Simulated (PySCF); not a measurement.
H4BN, SMILES BN (B3LYP/def2-SVP optimised geometry):

```
6

B      0.241     0.542     0.000
N     -0.437    -0.671     0.000
H      1.449     0.542     0.000
H     -0.393     1.570     0.000
H     -1.449    -0.744     0.000
H      0.030    -1.570     0.000
```

Calculation: B3LYP/def2-TZVP (PySCF).

Q: What are the frontier orbital energies and the dipole moment?

A: HOMO-2 -10.75 eV, HOMO-1 -8.74 eV, HOMO -8.42 eV, LUMO -0.04 eV, LUMO+1 0.61 eV; dipole moment 1.99 D.

On the same geometry PySCF with PBE/def2-TZVP gives HOMO-2 -9.38 eV, HOMO-1 -7.47 eV, HOMO -7.32 eV, LUMO -0.76 eV, LUMO+1 0.16 eV; dipole moment 2.10 D.

Meta-Löwdin charges at B3LYP/def2-TZVP: B1 -0.05, N2 -0.41, H3 -0.01, H4 -0.01, H5 0.24, H6 0.24.
